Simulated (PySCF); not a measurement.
Cs⁵⁰⁺: fine-structure interval

Cs⁵⁰⁺ [He] 2s2 2p1 [2p1/2^1, M_J = 1/2] → Cs⁵⁰⁺ [He] 2s2 2p1 [2p3/2^1, M_J = 3/2], as a difference of total energies. Computed with PySCF 2.14 in an uncontracted even-tempered set (17 s from 30 bohr⁻², ratio 2.4; 12 p from 38 bohr⁻², ratio 2.4; 5 d from 120 bohr⁻², ratio 2.6; 4 f from 190 bohr⁻², ratio 2.6), with the two-component X2C-1e Hamiltonian. Correlated levels: nothing frozen; the 30 highest virtual spinors dropped. "Screened" scales the spin-orbit matrix elements by Boettger's factors to mimic the two-electron term; Breit and QED terms are absent.

```csv
method,fine-structure interval (cm⁻¹)
GHF (screened spin-orbit),3186400
GMP2 (screened spin-orbit),3175700
GHF (bare spin-orbit),3313400
```
